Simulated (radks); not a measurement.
The numbers below are computed, except where a source is named.
All-electron atom: Hf in [Xe] 4f14 5d2 6s2 (the NIST ground configuration). Code: a radial shooting solver on a logarithmic mesh with Libxc functionals. Model: scalar-relativistic Kohn-Sham, PBE, spin-unpolarised, spherical densities, finite nucleus; Fermi nuclear charge, rms radius 5.347 fm.

Unscreened Slater integrals over Kohn-Sham orbitals (hartree).

integral       value
F0(5d,5d)    0.36729
F2(5d,5d)    0.17701
F4(5d,5d)    0.11262
F0(5d,6s)    0.29454
G2(5d,6s)    0.10114
F0(5d,4f)    0.49992
F2(5d,4f)   0.099875
F4(5d,4f)   0.045547
G1(5d,4f)   0.043007
G3(5d,4f)   0.034338
G5(5d,4f)   0.025999
F0(5d,5p)    0.46063
F2(5d,5p)    0.19760
G1(5d,5p)    0.22045
G3(5d,5p)    0.13374
F0(6s,6s)    0.26181
F0(6s,4f)    0.34490
G3(6s,4f)  0.0095866
F0(6s,5p)    0.32977
G1(6s,5p)   0.023241
F0(4f,4f)     1.3770
F2(4f,4f)    0.65195
F4(4f,4f)    0.40859
F6(4f,4f)    0.29384
F0(4f,5p)    0.81761
F2(4f,5p)    0.26572
G2(4f,5p)    0.12935
G4(4f,5p)    0.10097
F0(5p,5p)    0.67165
F2(5p,5p)    0.36044

Derived for the open shells (J is the average intra-shell exchange parameter used in DFT+U). 5d: Racah B = F2/49 - 5 F4/441 = 0.002336 hartree, C = 35 F4/441 = 0.008938 hartree, C/B = 3.83, F4/F2 = 0.636, J = (F2 + F4)/14 = 0.02069 hartree.
